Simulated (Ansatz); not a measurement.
InSi₁₉H₂₈, a doped nanocrystal cut from the lattice of silicon (In on an inner site). Charge 0, multiplicity 2. Geometry r2SCAN-D4/def2-SVP, that of the charge -1 singlet.

```xyz
48

Si   -3.0714    2.1466    2.5127
Si    3.6040    0.2356    2.8648
Si    2.5607   -2.9947   -0.1809
Si   -3.8191   -0.5754   -0.1339
Si   -0.9991   -3.0365   -1.3603
In   -0.1753   -0.4761    1.5986
Si    0.0338    3.3731    0.3270
Si    2.6544    0.9489   -0.9319
Si   -0.8676    0.7461   -2.2986
Si    1.8317   -1.6398   -3.5907
Si    1.3542    0.2824    3.5451
Si   -2.7249   -0.0917    1.8896
Si   -2.1844    3.7509    1.0295
Si    0.3404   -2.7977    0.5603
Si    4.0097    1.4953    0.9164
Si    3.1184   -1.2467   -1.6606
Si   -3.2759   -2.7718   -0.8024
Si   -3.1942    0.7960   -1.9433
Si   -0.4433   -1.4567   -3.0228
Si    0.3873    1.1614   -0.3612
H    -4.5171    2.5061    2.7330
H    -2.3875    2.3751    3.8322
H     4.5580    0.7412    3.9152
H     4.0245   -1.1766    2.5781
H     2.8007   -4.2703   -0.9447
H     3.5262   -3.0115    0.9673
H    -5.3213   -0.5041   -0.0250
H    -0.8543   -4.3932   -2.0020
H     0.9119    3.6638    1.5106
H     0.3615    4.4115   -0.7117
H     3.0761    1.8523   -2.0632
H    -0.5365    1.6715   -3.4404
H     2.1310   -3.0054   -4.1432
H     2.1684   -0.6486   -4.6686
H     1.2803   -0.5441    4.8023
H     1.0953    1.6978    3.9868
H    -3.4328   -0.9232    2.9293
H    -2.2520    5.0911    1.7113
H    -3.0732    3.8607   -0.1726
H     0.0546   -4.0129    1.4059
H     5.4545    1.3413    0.5257
H     3.8191    2.9505    1.2378
H     4.5756   -1.3495   -2.0272
H    -3.6320   -3.7406    0.2908
H    -4.1218   -3.1411   -1.9904
H    -3.8587    0.2530   -3.1796
H    -3.7119    2.1924   -1.7700
H    -1.2778   -1.7364   -4.2451
```

In the def2 sets In takes a core potential; there is no spin–orbit coupling. Single mean-field runs in def2-SVP are fitted with def2-universal-jkfit. At PBE-D4/def2-SVP, revPBE-D4/def2-SVP an occupied level of the charge 0 doublet lies above an empty one (by up to 0.02 eV), so this SCF solution is probably not the lowest. At PBE-D4/def2-SVP, revPBE-D4/def2-SVP the gap within one spin of the charge 0 doublet nearly closes, so an electron or hole may be smeared out by delocalisation error.

(1) Estimate the α-spin orbital energies around the gap (eV) in Ansatz with PBE-D4/def2-SVP, revPBE-D4/def2-SVP, PBE0-D4/def2-SVP.

Answers

(1) 
```
orbital  PBE-D4/def2-SVP  revPBE-D4/def2-SVP  PBE0-D4/def2-SVP
 HOMO−5            -6.62               -6.60             -7.65
 HOMO−4            -6.53               -6.51             -7.59
 HOMO−3            -6.43               -6.40             -7.53
 HOMO−2            -6.26               -6.25             -7.40
 HOMO−1            -6.12               -6.10             -7.09
   HOMO            -6.04               -6.02             -6.91
   LUMO            -2.07               -2.01             -1.48
 LUMO+1            -1.94               -1.88             -1.39
 LUMO+2            -1.92               -1.87             -1.33
 LUMO+3            -1.86               -1.80             -1.26
 LUMO+4            -1.82               -1.76             -1.22
 LUMO+5            -1.74               -1.68             -1.13
 β HOMO            -5.95               -5.93             -6.83
 β LUMO            -5.97               -5.93             -5.71
```
